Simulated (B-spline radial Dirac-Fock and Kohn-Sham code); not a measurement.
Subshell cross sections of Gd³⁺, photon energy Mg Kα (1253.6 eV)

System: the Gd³⁺ ion, configuration [Xe] 4f7.

Input of the calculation (task.json; shells as n, l, electrons):

```json
{"items": [{
  "Z": 64,
  "q": 3,
  "cfg": [[1, 0, 2], [2, 0, 2], [2, 1, 6], [3, 0, 2], [3, 1, 6], [3, 2, 10], [4, 0, 2], [4, 1, 6], [4, 2, 10], [4, 3, 7], [5, 0, 2], [5, 1, 6]],
  "A": 158,
  "rrms": 5.1569,
  "do": ["binding", "quiet", "photo", "scan"],
  "hv": [21.22, 40.81, 52.9, 71.6, 150, 217.0, 300, 358.0, 652.0, 800, 1253.6, 6000, 18800.0, 32700.0, 46100.0, 100000]
}]}
```

Launch: `python xray_run.py task.json out`

Calculated with a radial atomic solver, using Dirac-Hartree-Slater photoionisation with all multipoles and Dirac-Fock thresholds. The asymmetry parameter β is from the dipole term alone. Kinetic energies are from the vacuum level. Open shells are spread statistically over j, without multiplet splitting.

The last column is dσ/dΩ = σ/(4π) · [1 − (β/2) P₂(cos θ)] at θ = 90° from the beam of unpolarised light.

| subshell | electrons | binding (eV) | kinetic (eV) | σ (kb) | β | dσ/dΩ (kb/sr) |
| --- | --- | --- | --- | --- | --- | --- |
| 3d5/2 | 6 | 1225.8 | 27.81 | 993 | 0.47 | 88.2 |
| 4s | 2 | 427.4 | 826.2 | 27.8 | 1.96 | 3.29 |
| 4p1/2 | 2 | 350.4 | 903.2 | 32.1 | 1.61 | 3.58 |
| 4p3/2 | 4 | 318.7 | 934.9 | 71.6 | 1.60 | 7.97 |
| 4d3/2 | 4 | 190.7 | 1062.9 | 83.4 | 1.29 | 8.78 |
| 4d5/2 | 6 | 185.0 | 1068.6 | 121 | 1.31 | 12.8 |
| 4f5/2 | 3 | 40.11 | 1213.5 | 15.4 | 1.07 | 1.55 |
| 4f7/2 | 4 | 39.35 | 1214.2 | 19.7 | 1.07 | 1.98 |
| 5s | 2 | 84.44 | 1169.2 | 5.35 | 1.96 | 0.635 |
| 5p1/2 | 2 | 60.44 | 1193.2 | 5.20 | 1.69 | 0.589 |
| 5p3/2 | 4 | 55.87 | 1197.7 | 11.0 | 1.68 | 1.24 |

Branching ratios of the spin-orbit partners (statistical value in brackets): 4p 2.23 (2.00), 4d 1.45 (1.50), 4f 1.28 (1.33), 5p 2.12 (2.00).
